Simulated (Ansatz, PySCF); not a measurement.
C3H6, charge +1, doublet, geometry from GFN2-xTB (a state made from the parent by changing its charge; the spin is typed, not shown lowest). Base run: MP2/STO-3G in PySCF.

PySCF was given this input:
```python
from pyscf import gto, scf, mp

mol = gto.Mole()
mol.atom = '''
    C    -1.207377    0.056794   -0.230993
    C     0.081500    0.013767    0.430609
    C     1.302481   -0.083351   -0.145216
    H    -1.908442   -0.686376    0.179113
    H    -1.709981    0.994704    0.056104
    H    -1.146675   -0.073392   -1.309582
    H     0.044181    0.067426    1.523030
    H     1.501393    0.265641   -1.154352
    H     2.159903   -0.491264    0.379285
'''
mol.basis = 'sto-3g'
mol.charge = 1
mol.spin = 1
mol.verbose = 4
mol.build()

mf = scf.UHF(mol)
mf.kernel()

pt = mp.MP2(mf)
pt.kernel()
print('E(MP2) = %.10f' % pt.e_tot)
```

The same geometry, method and basis name were run in Ansatz (a program for electronic structure) and PySCF, at each program's defaults and at the settings that a row names. The base is PySCF at its defaults. Differences at the defaults can come from grids, fitting, cores and function types together.

```tsv
code and settings	ΔE vs base (µEh)	basis functions	E (Eh)	SCF cycles
PySCF, defaults (exact integrals, spherical functions, all electrons correlated)	0.0	21	-115.53439	13
Ansatz, defaults (factorised integrals, spherical functions, frozen core)	1367	21	-115.53302	-
PySCF, frozen core	1359	21	-115.53303	13
Ansatz, high accuracy, frozen core	1359	21	-115.53303	-
```

Open shells are given as the SCF converged; they aren't shown to be the lowest states, and a large step between rows can be another state.
